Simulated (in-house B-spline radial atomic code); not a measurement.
Orbital energies and mean radii along the 27-electron series, configuration [Ar] 3d9. The effective charge is n√(-2ε), a non-relativistic measure. Computed with a radial B-spline atomic code at the basis-set limit: non-relativistic Hartree-Fock, average of the configuration, point nuclei.

This level leaves out relativity, spin-orbit splitting included, which matters for heavy ions.

| ion | Z | energy of 3p (Eh) | mean radius of 3p (bohr) | energy of 3d (Eh) | mean radius of 3d (bohr) | energy of 3s (Eh) | mean radius of 3s (bohr) | effective charge of 3p |
| --- | --- | --- | --- | --- | --- | --- | --- | --- |
| Ni+ | 28 | -3.3699 | 0.79265 | -0.76928 | 1.0329 | -4.9601 | 0.75433 | 7.7883 |
| Cu2+ | 29 | -4.2876 | 0.75056 | -1.4717 | 0.90013 | -5.9831 | 0.71966 | 8.7851 |
| Zn3+ | 30 | -5.364 | 0.71086 | -2.3242 | 0.80648 | -7.1704 | 0.68665 | 9.8261 |
| Ga4+ | 31 | -6.5803 | 0.67416 | -3.3127 | 0.7348 | -8.5018 | 0.65566 | 10.883 |
| Ge5+ | 32 | ? | ? | ? | ? | ? | ? | ? |
| As6+ | 33 | ? | ? | ? | ? | ? | ? | ? |
| Se7+ | 34 | -10.99 | 0.58163 | -7.0317 | 0.58886 | -13.272 | 0.57521 | 14.065 |
| Br8+ | 35 | -12.702 | 0.55587 | -8.5122 | 0.55382 | -15.106 | 0.55221 | 15.121 |
| Kr9+ | 36 | ? | ? | ? | ? | ? | ? | ? |
| Rb10+ | 37 | -16.475 | 0.51046 | -11.825 | 0.496 | -19.129 | 0.51104 | 17.221 |

Task: Fill in the row of Ge5+.

Result: energy of 3p (Eh): -7.9269; mean radius of 3p (bohr): 0.64051; energy of 3d (Eh): -4.4295; mean radius of 3d (bohr): 0.67721; energy of 3s (Eh): -9.9663; mean radius of 3s (bohr): 0.62681; effective charge of 3p: 11.945.

Task: Fill in the row of As6+.

Result: energy of 3p (Eh): -9.3981; mean radius of 3p (bohr): 0.60975; energy of 3d (Eh): -5.6702; mean radius of 3d (bohr): 0.62943; energy of 3s (Eh): -11.558; mean radius of 3s (bohr): 0.60003; effective charge of 3p: 13.006.

Task: Fill in the row of Kr9+.

Result: energy of 3p (Eh): -14.53; mean radius of 3p (bohr): 0.53222; energy of 3d (Eh): -10.11; mean radius of 3d (bohr): 0.52314; energy of 3s (Eh): -17.059; mean radius of 3s (bohr): 0.53087; effective charge of 3p: 16.172.

Task: How does the screening of 3p change?

Result: Z less the effective charge goes from 20.21 at Z = 28 to 19.78 at Z = 37.
